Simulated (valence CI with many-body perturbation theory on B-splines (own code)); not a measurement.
**E1 transitions of Cd XXXIV**

Calculated by relativistic CI+MBPT: five valence electrons over a frozen Dirac-Fock core [Ne], a basis of 9 s, 9 p, 8 d, 6 f, 3 g, 1 h functions for each j, with the one-electron correlation potential Σ1, the two-electron term Σ2, the three-electron term Σ3, Breit, model QED; selected CI, second order for the rest (own B-spline code, finite nucleus).

No measured spectrum was set against this ion. As an estimate, large intervals hold to a few tenths of a per cent, small ones and those within an open d or f shell to about a per cent. Among the levels kept, up to 600 cm⁻¹ of a level comes from second order outside the variational space, and about a tenth of that is noise between levels of different J, which matters for small intervals.

Lines 101 to 150 of 204 in falling wavelength, among levels below 2199600 cm⁻¹, chosen from the strongest by gf and those to the six lowest levels. Wavelengths and rates use the calculated energies. Electric multipoles are in the length gauge, E1 and E2 with the static RPA response of the core. Weak lines are less certain than strong ones. Lines between different terms over intervals too small for the method are left out, as are lines whose strength nearly cancels. The highest levels of a list are the least certain.

Levels are named by their leading jj configuration (3d3/2^4 stands for four electrons in 3d with j = 3/2), which in mixed levels can hold well under half, so a name can repeat and another be missing. Letters in brackets count levels of one name in rising energy.

```tsv
λ vac (Å)	Upper	Lower	A (s⁻¹)	S (a.u.)
99.95	(3p1/2^2 3p3/2^3) J=3/2	(3s 3p1/2^2 3p3/2^2) J=3/2	4.26e+08	8.40e-04
99.71	(3s 3p1/2^2 3p3/2 3d5/2) J=5/2	(3s 3p1/2^2 3p3/2^2) J=3/2	4.37e+08	1.28e-03
99.59	(3s 3p1/2^2 3p3/2^2) J=5/2	(3s^2 3p1/2^2 3p3/2) J=3/2	3.15e+09	9.20e-03
96.92	(3s 3p1/2^2 3p3/2 3d3/2) J=5/2	(3s 3p1/2^2 3p3/2^2) J=5/2	1.97e+09	5.30e-03
96.92	(3s^2 3p1/2^2 3d3/2) J=3/2	(3s^2 3p1/2^2 3p3/2) J=3/2	2.79e+08	5.01e-04
96.89	(3s 3p1/2 3p3/2^3) J=3/2	(3s^2 3p1/2 3p3/2^2) J=3/2	6.96e+09	1.25e-02
96.43	(3s^2 3p1/2 3p3/2 3d3/2) J=7/2	(3s^2 3p1/2 3p3/2^2) J=5/2	2.61e+08	9.25e-04
96.39	(3s 3p1/2^2 3p3/2 3d3/2) J=3/2 [a]	(3s 3p1/2^2 3p3/2^2) J=5/2	3.11e+09	5.49e-03
96.05	(3s^2 3p1/2 3p3/2 3d3/2) J=5/2 [a]	(3s^2 3p1/2 3p3/2^2) J=3/2	6.04e+07	1.58e-04
95.96	(3s 3p1/2 3p3/2^3) J=5/2	(3s^2 3p1/2 3p3/2^2) J=5/2	4.61e+09	1.21e-02
95.81	(3s^2 3p1/2 3p3/2 3d3/2) J=3/2 [a]	(3s^2 3p1/2 3p3/2^2) J=3/2	2.80e+09	4.87e-03
95.42	(3s^2 3p1/2 3p3/2 3d3/2) J=1/2 [a]	(3s^2 3p1/2 3p3/2^2) J=3/2	2.75e+08	2.36e-04
95.27	(3s 3p1/2^2 3p3/2 3d3/2) J=7/2	(3s 3p1/2^2 3p3/2^2) J=5/2	5.96e+08	2.03e-03
93.96	(3s^2 3p3/2^2 3d5/2) J=1/2	(3s^2 3p3/2^3) J=3/2	8.12e+09	6.65e-03
93.23	(3s^2 3p1/2 3p3/2 3d5/2) J=7/2 [a]	(3s^2 3p1/2 3p3/2^2) J=5/2	8.35e+07	2.67e-04
92.71	(3s 3p1/2 3p3/2^3) J=1/2	(3s^2 3p1/2 3p3/2^2) J=1/2	6.11e+09	4.80e-03
91.79	(3s^2 3p1/2 3p3/2 3d5/2) J=3/2 [a]	(3s^2 3p1/2 3p3/2^2) J=1/2	7.94e+08	1.21e-03
91.09	(3s 3p1/2 3p3/2^3) J=5/2	(3s^2 3p1/2 3p3/2^2) J=3/2	6.39e+07	1.43e-04
90.55	(3s 3p1/2^2 3p3/2 3d3/2) J=3/2 [b]	(3s^2 3p1/2^2 3d3/2) J=3/2	1.97e+10	2.89e-02
89.08	(3s^2 3p3/2^2 3d3/2) J=1/2	(3s^2 3p3/2^3) J=3/2	7.35e+09	5.13e-03
88.65	(3s^2 3p3/2^2 3d3/2) J=5/2	(3s^2 3p3/2^3) J=3/2	5.70e+09	1.18e-02
88.47	(3s^2 3p1/2 3p3/2 3d3/2) J=3/2 [b]	(3s^2 3p1/2 3p3/2^2) J=1/2	1.09e+09	1.49e-03
88.47	(3s^2 3p3/2^2 3d3/2) J=3/2 [a]	(3s^2 3p3/2^3) J=3/2	1.93e+08	2.64e-04
88.34	(3s 3p1/2^2 3p3/2 3d3/2) J=3/2 [b]	(3s 3p1/2^2 3p3/2^2) J=5/2	1.70e+09	2.31e-03
86.92	(3p1/2^2 3p3/2^3) J=3/2	(3s^2 3p1/2^2 3d3/2) J=3/2	6.00e+09	7.78e-03
86.68	(3s^2 3p1/2 3p3/2 3d5/2) J=5/2 [a]	(3s^2 3p1/2 3p3/2^2) J=5/2	1.68e+09	3.24e-03
86.32	(3s^2 3p1/2 3p3/2 3d5/2) J=3/2 [a]	(3s^2 3p1/2 3p3/2^2) J=5/2	1.06e+10	1.35e-02
86.13	(3s 3p1/2^2 3p3/2^2) J=1/2	(3s^2 3p1/2^2 3p3/2) J=3/2	3.35e+10	2.11e-02
86.07	(3s^2 3p1/2 3p3/2 3d3/2) J=1/2 [b]	(3s^2 3p1/2 3p3/2^2) J=1/2	1.44e+09	9.09e-04
84.89	(3p1/2^2 3p3/2^3) J=3/2	(3s 3p1/2^2 3p3/2^2) J=5/2	1.37e+10	1.66e-02
84.72	(3s 3p1/2^2 3p3/2 3d5/2) J=5/2	(3s 3p1/2^2 3p3/2^2) J=5/2	2.07e+10	3.72e-02
84.63	(3s 3p1/2^2 3p3/2^2) J=3/2	(3s^2 3p1/2^2 3p3/2) J=3/2	5.40e+10	6.46e-02
83.60	(3s^2 3p1/2^2 3d5/2) J=5/2	(3s^2 3p1/2^2 3p3/2) J=3/2	3.98e+10	6.90e-02
83.38	(3s^2 3p1/2 3p3/2 3d3/2) J=3/2 [b]	(3s^2 3p1/2 3p3/2^2) J=5/2	6.42e+09	7.34e-03
83.10	(3s 3p1/2 3p3/2^3) J=1/2	(3s^2 3p1/2 3p3/2^2) J=3/2	4.14e+10	2.34e-02
82.69	(3s^2 3p1/2 3p3/2 3d5/2) J=5/2 [a]	(3s^2 3p1/2 3p3/2^2) J=3/2	3.12e+10	5.23e-02
82.36	(3s^2 3p1/2 3p3/2 3d5/2) J=3/2 [a]	(3s^2 3p1/2 3p3/2^2) J=3/2	5.02e+10	5.54e-02
82.27	(3s^2 3p1/2 3p3/2 3d5/2) J=3/2 [b]	(3s^2 3p1/2 3p3/2^2) J=1/2	7.38e+09	8.11e-03
81.73	(3s^2 3p1/2 3p3/2 3d3/2) J=5/2 [b]	(3s^2 3p1/2 3p3/2^2) J=5/2	4.77e+10	7.71e-02
81.49	(3s^2 3p3/2^2 3d3/2) J=3/2 [b]	(3s^2 3p3/2^3) J=3/2	2.30e+10	2.46e-02
81.47	(3s^2 3p3/2^2 3d5/2) J=5/2 [a]	(3s^2 3p3/2^3) J=3/2	6.05e+07	9.68e-05
81.25	(3s^2 3p1/2 3p3/2 3d5/2) J=7/2 [b]	(3s^2 3p1/2 3p3/2^2) J=5/2	5.72e+10	1.21e-01
80.70	(3s^2 3p1/2 3p3/2 3d5/2) J=3/2 [c]	(3s^2 3p1/2 3p3/2^2) J=1/2	5.21e+10	5.40e-02
79.68	(3s^2 3p1/2 3p3/2 3d3/2) J=3/2 [b]	(3s^2 3p1/2 3p3/2^2) J=3/2	2.47e+09	2.47e-03
78.17	(3s^2 3p1/2 3p3/2 3d3/2) J=5/2 [b]	(3s^2 3p1/2 3p3/2^2) J=3/2	2.55e+09	3.60e-03
77.84	(3s^2 3p1/2 3p3/2 3d5/2) J=3/2 [b]	(3s^2 3p1/2 3p3/2^2) J=5/2	1.39e+11	1.30e-01
77.72	(3s^2 3p1/2 3p3/2 3d3/2) J=1/2 [b]	(3s^2 3p1/2 3p3/2^2) J=3/2	3.65e+10	1.69e-02
77.63	(3s^2 3p1/2 3p3/2 3d5/2) J=1/2	(3s^2 3p1/2 3p3/2^2) J=1/2	1.99e+11	9.19e-02
77.06	(3s^2 3p1/2 3p3/2 3d5/2) J=5/2 [b]	(3s^2 3p1/2 3p3/2^2) J=5/2	7.39e+10	1.00e-01
76.44	(3s^2 3p1/2 3p3/2 3d5/2) J=3/2 [c]	(3s^2 3p1/2 3p3/2^2) J=5/2	6.60e+10	5.82e-02
```
